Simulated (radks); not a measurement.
The numbers below are computed, except where a source is named.
Effect of the nuclear size on the krypton ion Kr2+, [Ar] 3d10 4s2 4p4. Level of theory: Dirac Kohn-Sham, LDA (Slater exchange, Perdew-Wang correlation), spin-unpolarised, spherical densities, finite nucleus; open shells fill j = l - 1/2 first; Fermi nuclear charge, rms radius 4.1884 fm (a radial shooting solver on a logarithmic mesh with Libxc functionals). The rms radius is varied about that value; shifts are against it.

rms radius (fm)	total energy shift (eV)	density at nucleus (e/bohr^3)	1s1/2 shift (meV)	2s1/2 shift (meV)	3p1/2 shift (meV)	4s1/2 shift (meV)
3.3633	-0.223	5.006e+04	-94.5	-9.57	0.151	-0.185
3.9078	-0.0808	4.946e+04	-34.3	-3.47	0.055	-0.067
4.1884	0	4.919e+04	0.000	0.000	0.000	0.000
4.469	0.0859	4.893e+04	36.5	3.69	-0.058	0.071
4.6491	0.144	4.878e+04	61.0	6.17	-0.097	0.119

Slopes of the eigenvalues against <r^2> in GHz/fm^2, as finite differences over the two radii next to the reference (eigenvalue slopes, not the field-shift constants of lines): 1s1/2 3640, 2s1/2 368, 3p1/2 -5.81, 4s1/2 7.11.
